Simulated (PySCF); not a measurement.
Ti²¹⁺: ionisation energy

Ti²¹⁺ 1s1 (2S) → Ti²²⁺ (bare nucleus), as a difference of total energies. Computed with PySCF 2.14 in an uncontracted even-tempered set (15 s from 18 bohr⁻², ratio 2.5; 6 p from 28 bohr⁻², ratio 2.7; 3 d from 85 bohr⁻², ratio 2.7; 3 f from 130 bohr⁻², ratio 2.7), with the spin-free X2C one-electron Hamiltonian (Gaussian nucleus). The calculations carry no spin-orbit coupling.

| method | ionisation energy (eV) | difference from reference (eV) |
| --- | --- | --- |
| UHF | 6628.1 | +2.3 |
| LDA | 6602.9 | -22.9 |
| PBE | 6624.7 | -1.1 |
| PBE0 | 6625.6 | -0.2 |
| r2SCAN | 6628.3 | +2.5 |
| B3LYP | 6625.5 | -0.3 |

Reference: 6625.8 eV (theoretical estimate listed by NIST; NIST Atomic Spectra Database, ionization energies).
